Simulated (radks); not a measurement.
Effect of the nuclear size on the vanadium ion V3+, [Ar] 3d2. Method: Dirac Kohn-Sham, PBE, spin-unpolarised, spherical densities, finite nucleus; open shells are shared between the two j in proportion to 2j + 1; Fermi nuclear charge, rms radius 3.6002 fm; computed with a radial shooting solver on a logarithmic mesh with Libxc functionals. The rms radius is varied about that value; shifts are against it.

rms radius (fm)  total energy shift (eV)  density at nucleus (e/bohr^3)  1s1/2 shift (meV)  2s1/2 shift (meV)  3s1/2 shift (meV)
3.125                            -0.0147                           9932              -6.23             -0.532             -0.075
3.3554                          -0.00783                           9908              -3.31             -0.283             -0.040
3.6002                                 0                           9885              0.000              0.000              0.000
3.7262                           0.00424                           9873               1.79              0.153              0.022
4.0754                            0.0167                           9844               7.08              0.605              0.085

Slopes of the eigenvalues against <r^2> in GHz/fm^2, as finite differences over the two radii next to the reference (eigenvalue slopes, not the field-shift constants of lines): 1s1/2 470, 2s1/2 40.2, 3s1/2 5.67.
